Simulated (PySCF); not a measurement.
Compound: C₄H₄B₂F₄.
Geometry (PBE0-D3(BJ)/def2-SVP, Å), atoms numbered from 1 in this order:
```
atom  x, y, z in Å
F1    -2.8976    1.4044    0.6213
B2    -3.0559    0.1150    0.4232
F3    -4.2937   -0.3427    0.4210
C4    -1.8596   -0.8753    0.1964
C5    -0.5421   -0.2661    0.2200
C6     0.5424    0.2718    0.2459
C7     1.8593    0.8815    0.2817
B8     3.0562   -0.1212    0.4408
F9     2.8990   -1.4192    0.5721
F10    4.2946    0.3351    0.4477
H11   -1.9442   -1.6705    0.9607
H12   -2.0416   -1.3971   -0.7616
H13    1.9362    1.6158    1.1055
H14    2.0485    1.4752   -0.6321
```

Computed with PySCF at B3LYP/def2-SVPD, non-relativistic, on one gas-phase PBE0-D3(BJ)/def2-SVP geometry that isn't relaxed in the solvent. The solvent is an IEF-PCM continuum (Bondi radii, 1.10 Å for H, scaled by 1.2), and excitations are vertical TDDFT with non-equilibrium linear response and a frozen core. Specific hydrogen bonds and non-electrostatic terms are outside this model.

Gas-phase singlets (H = HOMO, L = LUMO):

```
state  E (eV)  λ (nm)      f  leading configurations
   S1   5.996     207  0.004                 H→L 95%
   S2   6.077     204  0.000    H→L+2 60%, H→L+1 39%
   S3   6.134     202  0.006    H→L+1 58%, H→L+2 39%
   S4   6.285     197  0.007               H-1→L 98%
   S5   6.328     196  0.001             H-1→L+1 92%
```

Q: What are the lowest 5 singlets in dichloromethane (ε = 8.93)?

A: 
```csv
state,E (eV),λ (nm),f,leading configurations,change by rank (eV)
S1,6.105,203,0.005,H→L 94%,+0.109
S2,6.164,201,0.000,"H→L+2 80%, H→L+1 19%",+0.087
S3,6.205,200,0.005,"H→L+1 76%, H→L+2 19%",+0.071
S4,6.346,195,0.010,H-1→L 99%,+0.061
S5,6.370,195,0.004,H-1→L+1 96%,+0.042
```

Q: The ground-state energy changes by -0.220 eV from gas to dichloromethane. By how much does the total energy of gas-phase S3 change?

A: E(S3) = E(S0) + excitation energy, so it changes by -0.220 + 0.071 = -0.149 eV: it is lowered less than the ground state, which is what a blue shift means. This is the vertical state, with the slow part of the continuum still set for S0.

Q: How do the frontier levels move from gas to dichloromethane?

A: 
```json
{"orbital": "LUMO+2", "gas (eV)": "-0.22", "solvent (eV)": "-0.05", "change (eV)": "+0.17", "Löwdin shares, gas": "B8 24 %, B2 20 %, C7 8 %, F9 7 %", "Löwdin shares, solvent": "B8 23 %, B2 21 %, F9 9 %, C7 8 %"}
{"orbital": "LUMO+1", "gas (eV)": "-0.24", "solvent (eV)": "-0.08", "change (eV)": "+0.16", "Löwdin shares, gas": "B2 25 %, B8 21 %, C4 8 %, C7 6 %", "Löwdin shares, solvent": "B2 28 %, B8 23 %, C4 7 %, C5 7 %"}
{"orbital": "LUMO", "gas (eV)": "-0.28", "solvent (eV)": "-0.09", "change (eV)": "+0.19", "Löwdin shares, gas": "B8 20 %, B2 20 %, C7 8 %, C4 8 %", "Löwdin shares, solvent": "B8 22 %, B2 19 %, F9 9 %, C7 8 %"}
{"orbital": "HOMO", "gas (eV)": "-7.23", "solvent (eV)": "-7.15", "change (eV)": "+0.08", "Löwdin shares, gas": "C5 36 %, C6 36 %, C7 8 %, C4 8 %", "Löwdin shares, solvent": "C5 35 %, C6 35 %, C7 8 %, C4 8 %"}
{"orbital": "HOMO-1", "gas (eV)": "-7.45", "solvent (eV)": "-7.33", "change (eV)": "+0.12", "Löwdin shares, gas": "C5 38 %, C6 38 %, C7 7 %, C4 7 %", "Löwdin shares, solvent": "C5 37 %, C6 37 %, C7 8 %, C4 8 %"}
{"orbital": "HOMO-2", "gas (eV)": "-10.69", "solvent (eV)": "-10.54", "change (eV)": "+0.15", "Löwdin shares, gas": "C4 17 %, C7 17 %, F1 10 %, F9 10 %", "Löwdin shares, solvent": "C4 18 %, C7 17 %, F1 9 %, B2 9 %"}
{"orbital": "HOMO-3", "gas (eV)": "-11.02", "solvent (eV)": "-10.91", "change (eV)": "+0.11", "Löwdin shares, gas": "C7 14 %, C4 14 %, F9 14 %, F1 14 %", "Löwdin shares, solvent": "C7 15 %, C4 14 %, F9 12 %, F1 12 %"}
```

The HOMO–LUMO gap goes from 6.95 to 7.05 eV.

The run took about 1.7 min of CPU time (one thread, shared machine). This is the whole response run at B3LYP/def2-SVPD in dichloromethane, SCF included.
